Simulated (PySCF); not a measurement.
BF2, SMILES F[B]F (connectivity only; charge and spin as stated), charge +1, multiplicity 1. Atoms are numbered in the order given.

```xyz
3

F      0.0000     0.0000    -1.2264
B      0.0000     0.0000     0.0000
F      0.0000     0.0000     1.2264
```
Charge +1, spin multiplicity 1.

Geometry optimised at PBE0-D3(BJ)/def2-TZVP. The spin state was assumed, not searched. The isomer is the one that the SMILES or the coordinates give; other isomers of the formula were not compared.

All values below come from PBE0/def2-TZVPD in PySCF.

The molecule is in vacuum.

### Question
Estimate the frontier levels, gap, dipole moment and polarisability. (An estimate is asked for; the answer gives what the named calculation found.)

### Answer

* **highest occupied level**: -22.69 eV
* **lowest empty level**: -8.39 eV
* **orbital gap**: 14.31 eV
* **dipole moment about the centre of nuclear charge**: 0.00 D
* **mean static polarisability**: 10.3 bohr³ (1.52 Å³)
* **polarisability, principal values**: 8.3, 8.3, 14.2 bohr³
